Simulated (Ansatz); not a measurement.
Cost and result up the ladder for Si₂₂H₂₈, a nanocrystal cut from cubic silicon (50 atoms). The state is a singlet with charge 0. Geometry: PBE-D4/def2-SVP.

```xyz
50

Si   -3.835    1.354    0.790
Si   -1.126    1.990    3.454
Si   -3.095    2.058   -2.916
Si   -3.456   -1.560   -1.668
Si   -0.749   -0.928    0.984
Si   -0.366   -3.853   -1.478
Si   -0.005   -0.232   -2.704
Si    2.329   -3.219    1.172
Si   -0.383    2.675   -0.250
Si    2.322    3.332    2.412
Si    2.684    0.400   -0.060
Si    1.948   -0.290    3.645
Si    3.084   -2.527   -2.533
Si   -4.241    0.646   -1.419
Si   -1.528    1.273    1.250
Si    1.183    1.921    3.914
Si   -0.786    1.975   -2.461
Si   -1.148   -1.649   -1.217
Si    1.555   -1.014    1.441
Si    1.945   -3.944   -1.036
Si    2.307   -0.320   -2.269
Si    1.925    2.612    0.206
H    -4.331    2.767    0.982
H    -4.568    0.461    1.760
H    -1.870    1.093    4.413
H    -1.646    3.397    3.623
H    -3.596    3.474   -2.765
H    -3.354    1.615   -4.335
H    -4.184   -2.476   -0.715
H    -3.708   -2.046   -3.075
H    -1.482   -1.835    1.946
H    -1.109   -4.760   -0.527
H    -0.644   -4.317   -2.887
H    -0.271   -0.709   -4.114
H     1.608   -4.122    2.143
H     3.805   -3.271    1.486
H    -0.895    4.086   -0.067
H     1.842    4.752    2.582
H     3.803    3.297    2.704
H     4.163    0.334    0.246
H     1.228   -1.205    4.605
H     3.426   -0.367    3.938
H     2.849   -2.988   -3.950
H     4.567   -2.584   -2.260
H    -5.724    0.698   -1.709
H     1.437    2.381    5.332
H    -0.031    2.876   -3.412
H     2.444   -5.362   -1.204
H     3.026    0.607   -3.223
H     2.649    3.506   -0.776
```

Ansatz on 2 threads of AMD EPYC 7R13 on a shared host and a share (18 GiB) of an NVIDIA H100 80GB HBM3. Times are rough, and most runs start from the orbitals of an earlier one. ωB97M-V/def2-SVP serves as the yardstick here, not as an exact answer. Differences are given only for rows in sets of like size (and for xTB, whose basis is part of the method), since another set adds its own error. Binding counts from free atoms at the same level (Si triplet, H doublet; other spins of the atoms weren't run), without zero-point energy or a counterpoise term.

B3LYP takes the VWN-RPA correlation. Correlated methods freeze 110 core orbitals. The rows differ in basis, and correlated rows in double-zeta sets carry the largest basis error. Single mean-field runs in def2-SVP, def2-mTZVP are fitted with def2-universal-jkfit.

Correlated methods converge slowly with the basis, most of all in double-zeta sets.

```tsv
level	functions	wall time	binding energy per atom (eV)	difference from ωB97M-V/def2-SVP (eV)
HF/STO-3G	226	4.6 s	3.75	–
HF/6-31G	342	6.5 s	2.04	–
PBE0-D4/def2-SVP	536	6.5 s	3.33	0.01
PBE-D4/def2-SVP	536	7 s	3.33	0.01
r2SCAN-D4/def2-mTZVP	568	8 s	3.28	–
B3LYP-D4/6-31G	342	8.5 s	3.02	–
MP2/def2-SVP	536	9.5 s	3.07	-0.26
r2SCAN-D4/def2-SVP (with forces)	536	11 s	3.34	0.01
B97M-V/def2-SVP	536	12 s	3.38	0.06
ωB97M-V/def2-SVP	536	15 s	3.32	0.00
```
